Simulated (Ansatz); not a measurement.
The same path of C2H7IOSi (12 atoms, charge 0, multiplicity 1) was run 3 times with different band settings. The coordinate that changes most is the dihedral I3–Si2–C4–H11.

The calculation used RKS PBE-D4/def2-SVP in Ansatz 0.2.0.

Relaxed end points:

```xyz
12
Properties=species:S:1:pos:R:3
C -1.322 -0.559 0.792
Si 0.537 -0.289 0.634
I 1.701 -2.484 0.747
C 0.945 0.551 -1.032
O 0.223 1.782 -1.121
H -1.697 -1.232 -0.005
H -1.853 0.414 0.721
H -1.573 -1.011 1.772
H 1.042 0.552 1.773
H 2.027 0.798 -1.065
H 0.757 -0.137 -1.891
H -0.710 1.560 -1.291
```

```xyz
12
Properties=species:S:1:pos:R:3
C -1.349 -0.285 1.060
Si 0.479 -0.247 0.634
I 1.131 -2.512 -0.197
C 0.819 0.890 -0.862
O 0.080 0.462 -1.997
H -1.931 -0.419 0.126
H -1.648 0.679 1.524
H -1.594 -1.106 1.760
H 1.352 0.055 1.823
H 0.468 1.915 -0.607
H 1.918 0.975 -1.053
H 0.352 -0.462 -2.177
```

Common settings: movable images 9; climbing image yes; spring 5.0 eV/Å²; optimiser quadratic models (default); start path through a guess of the saddle point; end points relaxed.

| run | force threshold | iteration limit |
| --- | --- | --- |
| 1 | 0.05 eV/Å | 26 |
| 2 | 0.05 eV/Å | 6 |
| 3 | 0.2 eV/Å | 34 |

Task: What does each run give, and how far can it be trusted?

Result: Run 1: converged after 6 iterations, highest image 0.087 eV above the first end. A vibrational analysis at the climbing image gives one clearly imaginary mode, 82i cm⁻¹: a first-order saddle point.
Run 2: converged after 6 iterations, highest image 0.087 eV above the first end. Another band between the same ends (9 images) ends at a top of the same energy, where a vibrational analysis finds 1 clearly imaginary mode.
Run 3: converged after 4 iterations, highest image 0.086 eV above the first end. The threshold of 0.2 eV/Å is loose, so the images may lie well off the minimum-energy path. Another band between the same ends (9 images) ends at a top of the same energy, where a vibrational analysis finds 1 clearly imaginary mode.
